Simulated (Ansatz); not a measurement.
W₄⁻. The state is a doublet with charge -1. Geometry relaxed at PBE0-D4/def2-SVPD.

```xyz
4

W    -0.3883   -1.2103    0.5526
W    -1.1333    0.9109    1.1990
W     1.1272   -0.9114   -1.2044
W     0.3944    1.2108   -0.5472
```

In the def2 sets W takes a core potential; there is no spin–orbit coupling. The charge -1 doublet is spin-contaminated (final ⟨S²⟩ up to 2.80, 0.75 for a pure state). At PBE0-D4/def2-TZVPD a quartet of charge -1 lies 0.13 eV below the doublet, each at its own geometry. The structure comes from a short search, and lower isomers may exist.

(1) Estimate the harmonic wavenumbers at UKS PBE0-D4/def2-SVPD (Ansatz, unscaled). Is this a minimum?

Results:

(1) 18, 123, 159, 181, 194, 224 cm⁻¹. Yes, no mode is imaginary beyond noise. Zero-point energy 5.4 kJ/mol. It took 2.9 min on 4 threads of Arm Neoverse V1 on a shared host, peak host memory 0.64 GiB.
